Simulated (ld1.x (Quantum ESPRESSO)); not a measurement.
**Co: one change to a PAW potential, before and after**

```json
{"Element": "cobalt (Co)", "Generator": "ld1.x (Quantum ESPRESSO) 7.5", "Type": "PAW", "Functional": "LDA (PZ)", "Relativity": "scalar-relativistic", "Frozen core": "[Ar]", "Valence charge": "9", "Reference configuration": "3d7 4s2 4p0", "Partial waves": "4s (bound): rcut 1.75, rcutus 2.25 bohr; 4s channel at 0.8 Ry: rcut 1.75, rcutus 2.25 bohr; 4p (bound, empty): rcut 2.55, rcutus 3.55 bohr; 4p channel at 0.65 Ry: rcut 2.55, rcutus 3.55 bohr; 3d (bound): rcut 0.80, rcutus 0.90 bohr; 3d channel at 2.45 Ry: rcut 0.80, rcutus 0.90 bohr", "Local potential": "all-electron potential smoothed inside 3.50 bohr (lloc = -1)", "Core correction": "Bessel-smoothed model core, default radius (core density twice the valence density)", "Augmentation charge": "PSQ, inside the norm-conserving radii"}
```

Change: core correction a·sin(br)/r model core, default radius (ld1.x builds one for every PAW set, though the input has nlcc=.false.).

Cutoffs: the cutoffs (Ry, on a coarse ladder) from which the occupation-weighted sum of valence levels, in a spherical-Bessel basis at the reference potential, stays within 10 and 1 mRy of its value at 400 Ry; they do not see the model core or the augmentation charge, which bear on the density cutoff. Errors are all-electron minus pseudo energies relative to the spin-unpolarised reference configuration.

Question: Predict the effect on cutoff, ghosts and configuration errors.

Answer: The potential gets neither clearly harder nor softer (140 Ry and 230 Ry → 140 Ry and 230 Ry); of the 9 tests that both files solve, the error grows in 0 and shrinks in 4 by more than 15 % and 0.3 meV (median size 14.7 → 9.0 meV); neither file shows a bound ghost. The default core radius of the base comes out at 0.44 bohr. A model core, the more so a compact one, raises the density cutoff, which this test does not measure.

```csv
quantity,base,changed
"cutoff, loose",140 Ry,140 Ry
"cutoff, tight",230 Ry,230 Ry
bound ghosts,none,none
"error for 3d7 4s1 4p0, meV [ΔE 9.30 eV]",-2.9,-2.3
"error for 3d7 4s0 4p0, meV [ΔE 26.38 eV]",-15,-8.7
"error for 3d6 4s0 4p0, meV [ΔE 62.57 eV]",-246,-244
"error for 3d6 4s2 4p1, meV [ΔE 9.77 eV]",-116,-116
"error for 3d8 4s1 4p0, meV [ΔE -1.24 eV]",-62,-62
"error for 3d8 4s0 4p0, meV [ΔE 6.71 eV]",-104,-101
"error for 3d7 4s0 4p2, meV [ΔE 9.14 eV]",-1.4,-0.4
"error for 3d7 4s2 4p0 (spin-polarised), meV [ΔE -1.98 eV]",-9.1,-7.4
"error for 3d7 4s1 4p0 (spin-polarised), meV [ΔE 6.72 eV]",-10,-9.0
s: phases at 3.85 bohr within 0.05 rad from the reference energy up to (Ry; the scan ends near 5),4.3,4.3
p: phases at 3.85 bohr within 0.05 rad from the reference energy up to (Ry; the scan ends near 5),1.6,1.6
d: phases at 3.85 bohr within 0.05 rad from the reference energy up to (Ry; the scan ends near 5),to the end of the scan,to the end of the scan
lowest overlap eigenvalue by channel,"s 0.52, p 0.77, d 1.00","s 0.52, p 0.77, d 1.00"
```
